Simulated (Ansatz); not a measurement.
Basis-set extrapolation for `[AlH2][SiH]1C[SiH2]1` (PBE0-D4/def2-TZVP geometry, frozen core, Ansatz). Multiplicity 1, RHF reference.

|  | def2-TZVPP | def2-QZVPP |
| --- | --- | --- |
| HF | -861.708304 | -861.734503 |
| MP2 correlation | -0.509008 | -0.543469 |
| CCSD(T) correlation | -0.592137 | not run |

Energies in hartree. Use E(X) = E(∞) + A·exp(−7.88·√X) for Hartree–Fock and E(X) = E(∞) + B·X^(−2.97) for correlation, with X = 3 and 4, and add CCSD(T) minus MP2 of the smaller set to the MP2 limit.

**Question.** What is the CCSD(T) energy at the basis-set limit?

**Answer.** HF limit: -861.734503 + (-0.026199) × 0.13774 = -861.73811. MP2 limit: -0.543469 + (-0.034461) × 0.74074 = -0.56900. Higher-order term: -0.592137 − (-0.509008) = -0.08313. Total: -862.39024 hartree, 56.3 kcal/mol below CCSD(T)/def2-TZVPP.
